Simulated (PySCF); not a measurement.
Vertical excitation energies

Species: In(NH3)F3.
SMILES: `[NH3]->[In]([F])([F])[F]`

Computed with PySCF 2.14.0, density-fitted response routines, TDDFT B3LYP/def2-SVPD, vertical, gas phase, core orbitals frozen in the response, def2 core potentials past Kr. Isolated species at its PBE0-D3(BJ)/def2-SVP geometry, gas phase. Spin–orbit coupling is left out.

What does the calculation give for the low-lying excited states?

```json
{"state": "S1", "E (eV)": "6.34", "ν̃ (cm⁻¹)": "51130", "f": "0.0019", "|μ| (D)": "0.28", "main configurations (H = HOMO, L = LUMO)": "H-2→L (89%), H-1/H→L (≥8%)"}
{"state": "S2", "E (eV)": "6.37", "ν̃ (cm⁻¹)": "51390", "f": "0.0095", "|μ| (D)": "0.63", "main configurations (H = HOMO, L = LUMO)": "H-4→L (41%), H-3→L (36%), H-1/H→L (≥10%)"}
{"state": "S3", "E (eV)": "6.38", "ν̃ (cm⁻¹)": "51440", "f": "0.016", "|μ| (D)": "0.82", "main configurations (H = HOMO, L = LUMO)": "H-5→L (55%), H-1/H→L (≥23%)"}
{"state": "S4", "E (eV)": "6.43", "ν̃ (cm⁻¹)": "51820", "f": "0.050", "|μ| (D)": "1.44", "main configurations (H = HOMO, L = LUMO)": "H-1/H→L (≥71%), H-3→L (9%)"}
{"state": "S5", "E (eV)": "6.43", "ν̃ (cm⁻¹)": "51860", "f": "0.042", "|μ| (D)": "1.31", "main configurations (H = HOMO, L = LUMO)": "H-1/H→L (≥58%), H-5→L (30%)"}
{"state": "S6", "E (eV)": "6.56", "ν̃ (cm⁻¹)": "52880", "f": "0.106", "|μ| (D)": "2.06", "main configurations (H = HOMO, L = LUMO)": "H-3→L (50%), H-4→L (36%), H-5→L (10%)"}
{"state": "S7", "E (eV)": "7.70", "ν̃ (cm⁻¹)": "62080", "f": "0.068", "|μ| (D)": "1.52", "main configurations (H = HOMO, L = LUMO)": "H-6→L (82%)"}
{"state": "S8", "E (eV)": "7.72", "ν̃ (cm⁻¹)": "62290", "f": "0.073", "|μ| (D)": "1.58", "main configurations (H = HOMO, L = LUMO)": "H-7→L (81%)"}
{"state": "S9", "E (eV)": "8.02", "ν̃ (cm⁻¹)": "64710", "f": "0.046", "|μ| (D)": "1.23", "main configurations (H = HOMO, L = LUMO)": "H-8→L (91%)"}
```

Triplets, Tamm–Dancoff:

```tsv
state	E (eV)	λ (nm)	main configurations (H = HOMO, L = LUMO)
T1	5.86	211.4	H-1/H→L (≥94%)
T2	5.87	211.2	H-1/H→L (≥94%)
T3	6.03	205.6	H-2→L (94%)
```

The lowest singlet comes at 196 nm (612 kJ/mol) in the vacuum ultraviolet; it is very weak; its leading configuration is HOMO-2→LUMO (89%). The strongest level in the table is S6 at 6.56 eV (189 nm, f = 0.106). S2/S3 and S4/S5 lie within about 0.01 eV of each other in each set. Löwdin shares by element: HOMO (one of a set within 0.03 eV) fluorine 94%, indium 6%; LUMO indium 48%, fluorine 37% (atoms not listed hold the other 15%). Of the 9 states listed, 7 reach f = 0.01 and none stays under 0.0005. Orbital energies (eV): HOMO-3 -10.07, HOMO-2 -10.04, HOMO-1 -9.93, HOMO -9.93, LUMO -2.40, LUMO+1 -0.92, LUMO+2 0.59. Orbitals of the list HOMO-3 to LUMO+2 that lie within 0.01 eV of each other are written together with a slash and their weights summed (≥ marks a lower bound); for degenerate orbitals outside that list single weights are arbitrary. Only the lowest 10 singlets were computed, as vertical energies without vibronic structure. The highest level found (8.15 eV, f 0.0044 so far) is left out, since the window may have cut off a degenerate partner.
